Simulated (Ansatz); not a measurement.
Consider the ligand exchange at the Si–S bond: `N=C(F)S[SiH2]N` + CH₃NH₂ → `CN[SiH2]N` + `N=C(F)S`.

Calculated with Ansatz (gas phase, PBE0-D4/def2-TZVP geometries, no zero-point term in ΔE). CCSD(T)/CBS adds triple-zeta CCSD(T) − MP2 to the extrapolated MP2 energy (def2 sets, frozen cores). Functionals use def2-TZVPP. B3LYP here is the variant with VWN-RPA as its local correlation; programs differ in this. HSE06 is defined as in plane-wave codes. One conformer a species, not always the lowest.

`N=C(F)S[SiH2]N`:

Cartesian coordinates in Å:
```
N -3.009 0.814 -0.688
C -1.872 0.606 -0.225
F -1.472 1.064 0.989
S -0.629 -0.298 -1.055
Si 1.007 -0.196 0.380
N 2.340 -1.036 -0.269
H -3.585 1.359 -0.051
H 0.583 -0.857 1.633
H 1.377 1.222 0.579
H 2.363 -2.042 -0.288
H 2.898 -0.637 -1.006
```

CH₃NH₂:

Cartesian coordinates in Å:
```
C 0.538 -0.088 -0.159
N -0.733 0.441 0.303
H 0.531 -1.151 -0.442
H 1.290 0.043 0.622
H 0.876 0.485 -1.026
H -1.059 -0.070 1.113
H -1.443 0.339 -0.411
```

`CN[SiH2]N`:

```xyz
12

C     0.991    0.230    1.644
N     0.193    0.570    0.489
Si   -0.605   -0.548   -0.530
N    -0.780    0.166   -2.075
H     1.858    0.891    1.737
H     1.370   -0.789    1.534
H     0.433    0.270    2.588
H    -0.132    1.524    0.481
H    -2.004   -0.932   -0.168
H     0.237   -1.777   -0.429
H    -1.578   -0.050   -2.648
H     0.016    0.446   -2.623
```

`N=C(F)S`:

Z-matrix (Å, degrees):
```
C
F 1 1.332
S 1 1.764 2 107.1
N 1 1.243 2 119.1 3 180.0
H 3 1.341 1 95.2 2 180.0
H 4 1.013 1 113.4 2 -180.0
```

```
             level  ΔE (kJ/mol)  difference from CCSD(T)/CBS
       LDA (SPW92)          3.3                         -2.0
         revPBE-D4         12.0                          6.7
           BLYP-D4          6.3                          1.0
            B97M-V          3.7                         -1.6
          B3LYP-D4          4.8                         -0.5
        r2SCANh-D4          6.8                          1.5
        r2SCAN0-D4          6.1                          0.8
          HSE06-D4         10.0                          4.7
          BHLYP-D4          2.9                         -2.4
      CAM-B3LYP-D4          0.7                         -4.6
           ωB97X-V          6.3                          1.0
           ωB97M-V          5.7                          0.4
            B2PLYP          3.4                         -1.9
          PBE-QIDH          6.5                          1.2
               PBE         10.8                          5.5
            revPBE         12.5                          7.2
              BLYP          4.3                         -1.0
            r2SCAN          6.9                          1.6
              PBE0          8.7                          3.4
             B3LYP          2.7                         -2.6
           r2SCANh          6.4                          1.1
           r2SCAN0          5.6                          0.3
             BHLYP         -0.2                         -5.5
           LC-ωPBE          5.6                          0.3
RPA@PBE/def2-TZVPP          3.1                         -2.2
       HF/def2-SVP          5.6                          0.3
      MP2/def2-SVP          9.6                          4.3
     CCSD/def2-SVP          7.5                          2.2
  CCSD(T)/def2-SVP          8.5                          3.2
     HF/def2-TZVPP         -2.9                         -8.2
    MP2/def2-TZVPP          5.4                          0.1
SCS-MP2/def2-TZVPP          3.1                         -2.2
   CCSD/def2-TZVPP          1.6                         -3.7
CCSD(T)/def2-TZVPP          3.8                         -1.5
     HF/def2-QZVPP         -4.4                         -9.7
    MP2/def2-QZVPP          5.7                          0.4
SCS-MP2/def2-QZVPP          3.5                         -1.8
      HF/CBS(def2)         -4.6                         -9.9
     MP2/CBS(def2)          6.9                          1.6
    CCSD/CBS(def2)          3.1                         -2.2
       CCSD(T)/CBS          5.3                            0
```

Largest T1 diagnostic among the species: 0.014.

At CCSD(T), def2-SVP lies +3.2 kJ/mol from the extrapolated value and def2-TZVPP −1.5 kJ/mol. From BLYP to BHLYP (50 % exact exchange), in def2-TZVPP and without D4, ΔE moves by −4.6 kJ/mol. Leaving LDA and LC-ωPBE aside and taking each functional with its dispersion term where it has one, the values, not all of them listed here, spread over 11.3 kJ/mol, from CAM-B3LYP-D4 to PBE-D4. LDA lies −7.5 kJ/mol from PBE without D4.
